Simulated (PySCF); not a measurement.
Job file and geometry (Å, from GFN2-xTB) of an NMR shielding run on SMILES B([C@H](C#C)SCSC)(Cl)Cl, C$_{5}$H$_{7}$BCl$_{2}$S$_{2}$, PySCF, GIAO PBE0/pcSseg-1 NMR shielding, non-relativistic, gas phase; density fitting, a coarse starting grid and PySCF grid level 2 are the driver's defaults:

```
$ OMP_NUM_THREADS=1 python probes_run.py task.json out

{"job": {"kind": "nmr", "xc": "PBE0", "basis": "pcSseg-1"}, "charge": 0, "multiplicity": 1}
C     -0.801892    -1.804896     1.117973
C     -1.175258    -0.941994     0.375756
C     -1.552275     0.134229    -0.505722
S     -0.168085     1.401761    -0.533092
C      1.134734     0.371350    -1.325070
S      2.766302     0.675894    -0.618474
C      2.498961    -0.059914     1.017131
B     -2.872890     0.928453    -0.067790
Cl    -3.299676     1.063476     1.582419
Cl    -3.844800     1.675967    -1.264350
H     -0.508814    -2.575458     1.766403
H     -1.614665    -0.226046    -1.537297
H      0.869538    -0.673340    -1.175782
H      1.192254     0.623705    -2.381292
H      2.362238    -1.132854     0.914167
H      1.624267     0.399186     1.469232
H      3.383062     0.152511     1.607836
```

Problem. What does the program print?

Solution. 
```
coarse grid: 17352 points
cycle   1  E = -1935.3154468349  dE =  1.277e+00  |g| = 4.274e-01  |ddm| = 4.148e+00
cycle   2  E = -1935.3007880930  dE =  1.466e-02  |g| = 5.000e-01  |ddm| = 1.222e+00
cycle   3  E = -1935.3603786973  dE = -5.959e-02  |g| = 1.511e-01  |ddm| = 7.391e-01
cycle   4  E = -1935.3654713365  dE = -5.093e-03  |g| = 6.546e-02  |ddm| = 1.929e-01
cycle   5  E = -1935.3664502891  dE = -9.790e-04  |g| = 1.526e-02  |ddm| = 5.618e-02
cycle   6  E = -1935.3665084560  dE = -5.817e-05  |g| = 2.887e-03  |ddm| = 2.236e-02
cycle   7  E = -1935.3665104503  dE = -1.994e-06  |g| = 1.215e-03  |ddm| = 5.025e-03
final grid: 151840 points
cycle   8  E = -1935.4281030216  dE = -4.560e-05  |g| = 1.050e-02  |ddm| = 4.627e-02
cycle   9  E = -1935.4280840839  dE =  1.894e-05  |g| = 1.336e-02  |ddm| = 2.463e-02
cycle  10  E = -1935.4281290700  dE = -4.499e-05  |g| = 1.409e-03  |ddm| = 1.572e-02
cycle  11  E = -1935.4281293738  dE = -3.038e-07  |g| = 8.053e-04  |ddm| = 2.193e-03
cycle  12  E = -1935.4281295353  dE = -1.616e-07  |g| = 1.276e-04  |ddm| = 7.045e-04
cycle  13  E = -1935.4281295391  dE = -3.784e-09  |g| = 3.952e-05  |ddm| = 1.691e-04
cycle  14  E = -1935.4281295395  dE = -3.829e-10  |g| = 1.229e-05  |ddm| = 5.929e-05
converged SCF energy = -1935.4281295395

GIAO shielding tensors (ppm)
atom      isotropic    diamagn.    paramagn.     s11        s22        s33       span
  0 C      105.778     258.495    -152.717     33.250     44.383    239.701    206.451
  1 C       99.196     264.398    -165.202     -3.395      8.514    292.469    295.864
  2 C      146.818     254.478    -107.661    121.197    151.579    167.677     46.481
  3 S      418.996    1057.266    -638.270    201.053    358.507    697.428    496.375
  4 C      134.794     251.898    -117.104     91.577    152.358    160.448     68.871
  5 S      532.160    1054.605    -522.446    414.278    477.657    704.543    290.265
  6 C      168.102     250.634     -82.532    150.454    167.013    186.838     36.385
  7 B       43.213     188.787    -145.575     14.923     27.244     87.472     72.549
  8 Cl     659.793    1146.171    -486.378    359.442    689.835    930.102    570.660
  9 Cl     668.015    1145.274    -477.259    390.642    722.263    891.140    500.497
 10 H       29.850      34.283      -4.433     24.192     25.665     39.694     15.502
 11 H       28.188      31.277      -3.089     25.395     26.199     32.970      7.575
 12 H       27.828      32.288      -4.460     22.080     29.501     31.902      9.822
 13 H       27.119      30.037      -2.919     19.762     27.860     33.733     13.971
 14 H       29.554      30.947      -1.393     25.582     26.789     36.291     10.709
 15 H       28.612      30.960      -2.348     23.644     28.804     33.389      9.745
 16 H       29.924      28.394       1.530     24.591     26.802     38.379     13.788
```

Size and cost of the density-fitted run: 233 basis functions, 71 s wall time on 1 thread of an Arm Neoverse V1, shared host; peak memory 1.1 GiB.
